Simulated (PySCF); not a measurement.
# Two-component Hartree-Fock for Re⁴⁸⁺ (rhenium, charge +48)

Start: [Ar] 3d9; 3d3/2 filled at m_j = -3/2, -1/2, +1/2, +3/2; 3d5/2 filled at m_j = -3/2, -1/2, +1/2, +3/2, +5/2. Calculated with PySCF 2.14 in an uncontracted even-tempered set (15 s from 12 bohr⁻², ratio 2.8; 13 p from 16 bohr⁻², ratio 2.8; 8 d from 16 bohr⁻², ratio 2.8; 3 f from 59 bohr⁻², ratio 3): generalised Hartree-Fock with the X2C-1e Hamiltonian and a Gaussian nucleus; one run each with spin-orbit coupling (SO) switched off, then screened by Boettger's factors.

```tsv
spinor shell	electrons	ε, spin-free (eV)	ε, screened SO (eV)	weight of nominal j (screened SO)	rms radius, screened SO (bohr)
1s1/2	2	-74693.4	-74670.6	1.000	0.0204
2s1/2	2	-15198.9	-15191.6	1.000	0.0822
2p1/2	2	-13603.6	-14642.0	1.000	0.0698
2p3/2	4	-13603.6	-13184.7	1.000	0.0772
3s1/2	2	-5377.7	-5375.6	1.000	0.206
3p1/2	2	-4893.6	-5139.0	1.000	0.197
3p3/2	4	-4893.6	-4792.8	1.000	0.212
3d3/2	4	-4377.3	-4421.7	0.997	0.184
3d5/2	5	-4377.3	-4346.1	0.998	0.187
```

```json
{"quantity": "E (hartree)", "spin-free": "-14950.29770", "screened SO": "-14971.40771"}
{"quantity": "M_J", "spin-free": "5/2", "screened SO": "5/2"}
{"quantity": "⟨J²⟩", "spin-free": "8.750", "screened SO": "8.750"}
{"quantity": "⟨L²⟩", "spin-free": "6.000", "screened SO": "6.065"}
{"quantity": "⟨S²⟩", "spin-free": "0.750", "screened SO": "0.815"}
```

Each row is a mean over spinors that exchange with the open shell spreads, by up to 27.434 eV (3p3/2).

Breit and QED terms are absent; they matter most for the inner s and p1/2 levels.

Densities and radii are taken from the X2C orbitals without a picture-change correction, which distorts them close to the nucleus.

Without spin-orbit coupling the j labels of p, d and f shells carry no meaning; the spin-free column gives the mean over the occupied spinors of each nl shell.
